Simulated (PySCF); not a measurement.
A series of related molecules.

All values: PBE0/def2-SVPD (PySCF) at GFN2-xTB geometries, gas phase, one conformer each. Core orbitals are frozen in the response; Δα² is half the sum of the squared differences of the principal polarisabilities.

(1) Rank by HOMO energy, lowest first.
A. `O=C(Cl)C(F)=C(F)F`
B. `O=C(Cl)C1=CC=CC=C1`
C. `O=C(Cl)c1ccco1`

(2) Rank by polarisability anisotropy Δα, lowest first.
A. `[O:1]=[C:2]([Cl:3])[c:4]1[cH:5][cH:6][c:7]([F:8])[cH:9][cH:10]1` with O1–C2–C4–C5 180°
B. `[O:1]=[C:2]([Cl:3])[c:4]1[cH:5][cH:6][cH:7][cH:8][cH:9]1` with O1–C2–C4–C5 180°
C. `[O:1]=[C:2]([Cl:3])[c:4]1[cH:5][cH:6][cH:7][o:8]1` with O1–C2–C4–C5 0° (2-furoyl chloride)
D. `[O:1]=[C:2]([Cl:3])[C:4]([F:5])=[C:6]([F:7])[F:8]` with O1–C2–C4–F5 180°

(3) Rank by HOMO–LUMO gap, highest first.
A. `O=C(Cl)c1ccccc1`
B. `O=C(Cl)C1=CC=CO1`
C. `O=C(Cl)C(F)=C(F)F`

Answers

(1) A (-8.66 eV), B (-8.07 eV), C (-7.68 eV).

(2) D (6.04 Å³), C (8.18 Å³), B (9.90 Å³), A (10.37 Å³).

(3) C (6.02 eV), A (5.76 eV), B (5.41 eV).

All values together:

```
            SMILES                       change   formula  μ (D)  HOMO (eV)  LUMO (eV)  α (Å³)  Δα (Å³)  electrons  α per electron (Å³)
O=C(Cl)c1ccc(F)cc1                       parent  C7H4ClFO   2.52      -8.09      -2.36   14.62    10.37         80                0.183
   O=C(Cl)c1ccccc1       4-FC6H4 replaced by Ph   C7H5ClO   4.04      -8.07      -2.31   14.44     9.90         72                0.201
    O=C(Cl)c1ccco1  4-FC6H4 replaced by 2-furyl  C5H3ClO2   4.54      -7.68      -2.26   11.88     8.18         66                0.180
 O=C(Cl)C(F)=C(F)F   4-FC6H4 replaced by CF=CF2   C3ClF3O   1.53      -8.66      -2.64    8.69     6.04         70                0.124
```

Conformers: `[O:1]=[C:2]([Cl:3])[c:4]1[cH:5][cH:6][c:7]([F:8])[cH:9][cH:10]1` with O1–C2–C4–C5 180°; `[O:1]=[C:2]([Cl:3])[c:4]1[cH:5][cH:6][cH:7][cH:8][cH:9]1` with O1–C2–C4–C5 180°; `[O:1]=[C:2]([Cl:3])[c:4]1[cH:5][cH:6][cH:7][o:8]1` with O1–C2–C4–C5 0°; `[O:1]=[C:2]([Cl:3])[C:4]([F:5])=[C:6]([F:7])[F:8]` with O1–C2–C4–F5 180°.

Task: Give the shifts from the parent, `O=C(Cl)c1ccc(F)cc1`.

Result: 
```csv
SMILES,change in μ (D),change in HOMO (eV),change in LUMO (eV),change in mean α (Å³)
O=C(Cl)c1ccccc1,+1.52,+0.02,+0.05,-0.18
O=C(Cl)c1ccco1,+2.02,+0.41,+0.10,-2.74
O=C(Cl)C(F)=C(F)F,-0.99,-0.57,-0.28,-5.93
```
